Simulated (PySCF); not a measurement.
SMILES C#C[Si](F)(Cl)C#C, PBE0/def2-SVP optimised geometry.

```
9

C     -1.12     0.92     0.00
C     -0.72    -0.22     0.00
Si    -0.13    -1.94     0.00
F      1.48    -1.94     0.00
Cl    -0.74    -2.88     1.71
C     -0.71    -2.85    -1.46
C     -1.11    -3.45    -2.43
H     -1.48     1.94    -0.01
H     -1.47    -3.98    -3.30
```

Density from PySCF with PBE0/def2-TZVP at that geometry.

Minimum of the electron density along straight lines between bonded atoms, close to the bond critical point (lines longer than 1.1 times the sum of covalent radii, or with two minima, are not listed):

```json
[
 {"bond": "C1–C2", "length / Å": "1.216", "ρ at the minimum / e bohr⁻³": "0.412", "∇²ρ there / e bohr⁻⁵": "-1.23", "position (fraction from the first atom)": "0.53"},
 {"bond": "C2–Si3", "length / Å": "1.813", "ρ at the minimum / e bohr⁻³": "0.127", "∇²ρ there / e bohr⁻⁵": "0.31", "position (fraction from the first atom)": "0.61"},
 {"bond": "Si3–F4", "length / Å": "1.613", "ρ at the minimum / e bohr⁻³": "0.136", "∇²ρ there / e bohr⁻⁵": "0.93", "position (fraction from the first atom)": "0.42"},
 {"bond": "Si3–Cl5", "length / Å": "2.044", "ρ at the minimum / e bohr⁻³": "0.103", "∇²ρ there / e bohr⁻⁵": "0.23", "position (fraction from the first atom)": "0.36"},
 {"bond": "Si3–C6", "length / Å": "1.813", "ρ at the minimum / e bohr⁻³": "0.127", "∇²ρ there / e bohr⁻⁵": "0.31", "position (fraction from the first atom)": "0.39"},
 {"bond": "C6–C7", "length / Å": "1.216", "ρ at the minimum / e bohr⁻³": "0.412", "∇²ρ there / e bohr⁻⁵": "-1.23", "position (fraction from the first atom)": "0.47"},
 {"bond": "C1–H8", "length / Å": "1.076", "ρ at the minimum / e bohr⁻³": "0.285", "∇²ρ there / e bohr⁻⁵": "-1.06", "position (fraction from the first atom)": "0.67"},
 {"bond": "C7–H9", "length / Å": "1.076", "ρ at the minimum / e bohr⁻³": "0.285", "∇²ρ there / e bohr⁻⁵": "-1.06", "position (fraction from the first atom)": "0.67"}
]
```
